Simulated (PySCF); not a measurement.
# Two-component Hartree-Fock for Pt (platinum, neutral)

Start: [Xe] 4f14 5d8 6s1 7s1; 5d3/2 filled at m_j = -1/2, +1/2, +3/2; 5d5/2 filled at m_j = -3/2, -1/2, +1/2, +3/2, +5/2; 6s1/2 filled at m_j = +1/2; 7s1/2 filled at m_j = +1/2. Calculated with PySCF 2.14 in x2c-SVPall-2c with one added diffuse shell each of s, d type (8s9p10d2f, 99 functions): generalised Hartree-Fock with the X2C-1e Hamiltonian and a Gaussian nucleus; one run each with spin-orbit coupling (SO) switched off, then screened by Boettger's factors. This is a chosen level, not necessarily the ground level.

```csv
spinor shell,electrons,"ε, spin-free (eV)","ε, screened SO (eV)",weight of nominal j (screened SO),"rms radius, screened SO (bohr)"
1s1/2,2,-78834.1,-78805.4,1.000,0.0194
2s1/2,2,-14005.5,-13996.5,1.000,0.0782
2p1/2,2,-12149.8,-13392.9,1.000,0.0663
2p3/2,4,-12149.8,-11658.0,1.000,0.0741
3s1/2,2,-3363.1,-3360.0,1.000,0.200
3p1/2,2,-2813.9,-3089.8,1.000,0.191
3p3/2,4,-2813.9,-2702.3,1.000,0.207
3d3/2,4,-2208.9,-2256.2,1.000,0.183
3d5/2,6,-2208.9,-2174.2,1.000,0.186
4s1/2,2,-764.59,-763.56,1.000,0.441
4p1/2,2,-581.32,-647.61,1.000,0.447
4p3/2,4,-581.32,-554.19,1.000,0.480
4d3/2,4,-353.82,-363.74,1.000,0.497
4d5/2,6,-353.82,-346.06,1.000,0.507
5s1/2,2,-127.65,-127.42,1.000,1.02
4f5/2,6,-98.973,-100.48,0.998,0.564
4f7/2,8,-98.973,-96.924,0.998,0.565
5p1/2,2,-76.842,-88.283,0.994,1.16
5p3/2,4,-76.842,-71.850,0.997,1.20
5d5/2,5,-18.732,-18.285,0.712,1.72
5d3/2,3,-18.732,-19.579,0.824,1.69
6s1/2,1,-13.247,-13.237,0.999,2.87
7s1/2,1,-2.418,-2.417,1.000,8.08
```

| quantity | spin-free | screened SO |
| --- | --- | --- |
| E (hartree) | -18398.51615 | -18425.28295 |
| M_J | 5 | 5 |
| ⟨J²⟩ | 30.006 | 30.008 |
| ⟨L²⟩ | 12.006 | 12.351 |
| ⟨S²⟩ | 6.001 | 6.022 |

Each row is a mean over spinors that exchange with the open shell spreads, by up to 6.711 eV (5p3/2).

Rows whose weight is well below 1 are mixtures of j = l ± 1/2: exchange outweighs spin-orbit coupling there, and the label is only the starting occupation.

Breit and QED terms are absent; they matter most for the inner s and p1/2 levels.

Densities and radii are taken from the X2C orbitals without a picture-change correction, which distorts them close to the nucleus.

Without spin-orbit coupling the j labels of p, d and f shells carry no meaning; the spin-free column gives the mean over the occupied spinors of each nl shell.
